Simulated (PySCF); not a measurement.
Si(F)(Me)(OH)(NH2) (CH₆FNOSi), SMILES C[Si](N)(O)F. Coordinates come from a PBE-D3(BJ)/def2-SVP optimisation. This is a generated structure with no PubChem entry under its InChIKey; it may be hypothetical. Other conformers were not sampled.

Computed equilibrium geometry at PBE-D3(BJ)/def2-SVP (PySCF confirms it by a frequency run) as Cartesian coordinates in Å (one conformer of several):
```xyz
11

C      1.2767    -1.3182     0.1222
Si    -0.0266     0.0115     0.0042
N     -1.4246    -0.6011    -0.7775
O     -0.5576     0.6267     1.4674
F      0.6858     1.2899    -0.7669
H      1.5305    -1.7162    -0.8819
H      0.9248    -2.1611     0.7491
H      2.2111    -0.9194     0.5653
H     -1.3479    -1.2215    -1.5843
H     -2.2880    -0.0554    -0.7974
H     -0.0577     1.4066     1.7632
```
